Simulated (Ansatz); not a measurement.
The cluster Al₃Si, relaxed as a doublet with UKS PBE0-D4/def2-TZVP in Ansatz, starting from the GFN1-xTB geometry. Force threshold 0.02 eV/Å.

The structure comes from a short search, and lower isomers may exist.

Start:

Cartesian coordinates in Å:
```
Al -0.0445 0.2074 -0.6636
Al 0.1411 -0.5575 1.9445
Al -0.0518 0.1813 -0.6437
Si -0.0447 0.1687 -0.6372
```

| step | energy (eV) | largest force component (eV/Å) | SCF passes |
| --- | --- | --- | --- |
| 1 | 215391.8289 | 10789561.640 | 112 |
| 2 | -10924.0999 | 198367.265 | 119 |
| 3 | -20327.9081 | 63536.582 | 119 |
| 4 | -23735.6355 | 28654.254 | 90 |
| 5 | -25605.3560 | 11128.354 | 114 |
| 6 | -26527.5874 | 5132.807 | 101 |
| 7 | -26955.6335 | 2666.051 | 71 |
| 8 | -27208.9157 | 2059.942 | 78 |
| 9 | -27389.7085 | 1237.262 | 43 |
| 10 | -27497.7335 | 692.098 | 43 |
| 11 | -27569.7209 | 348.260 | 48 |
| 12 | -27609.1244 | 149.615 | 44 |
| 13 | -27626.9055 | 71.718 | 48 |
| 14 | -27637.2526 | 46.208 | 44 |
| 15 | -27645.9624 | 24.155 | 50 |
| 16 | -27647.1965 | 20.743 | 38 |
| 17 | -27648.3967 | 17.231 | 46 |
| 18 | -27649.3609 | 14.358 | 48 |
| 19 | -27650.1716 | 12.179 | 42 |
| 20 | -27652.9473 | 5.035 | 43 |
| 21 | -27654.1253 | 1.318 | 57 |
| 22 | -27654.3373 | 0.483 | 57 |
| 23 | -27654.4345 | 0.175 | 51 |
| 24 | -27654.4455 | 0.052 | 44 |
| 25 | -27654.4460 | 0.020 | 40 |
| 26 | -27654.4460 | 0.001 | 28 |

Force components are those of the run's own axes.

End:

```xyz
4

Al   -1.265   -0.605   -0.237
Al   -0.151   -0.300    2.042
Al    0.290    0.366   -2.016
Si    1.126    0.538    0.211
```

Bonds lost: Al2–Al3 (atoms count from 1).

No frequencies were taken in this run, so the end may be a saddle point.

Hardware: 4 threads of Intel Xeon 6975P-C on a shared host. Wall time 75 s, peak host memory 0.67 GiB.
